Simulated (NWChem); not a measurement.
# C₄H₅FO; SMILES C=CO/C=C/F

```xyz
11

C      1.1868    -1.7651     0.1583
C     -0.1158    -1.8056    -0.1271
O     -1.0514    -0.8293    -0.0374
C     -0.7900     0.4822     0.1868
C      0.2622     1.1922    -0.2243
F      0.3080     2.4995     0.0323
H      1.7039    -0.8741     0.5134
H      1.7611    -2.6871     0.0619
H     -0.6007    -2.7280    -0.4579
H     -1.6063     0.9840     0.7132
H      1.1218     0.8212    -0.7841
```
Atoms are numbered in this order, from 1.

All runs: NWChem. The geometry was optimised at PBE0/def2-SVP. Level SCAN/def2-SVP: energy and gradient on several grids; changes count from the extra-fine grid, which is no exact limit either.

```tsv
grid	size of the energy change (μHa)	largest change of a gradient component (μHa/bohr)	time, medium = 1 (rough)
xcoarse	20000	10000	about 1
coarse	20000	2000	about 1
medium	5000	2000	about 1
fine	2000	1000	about 1
xfine	< 10	< 30	4
```
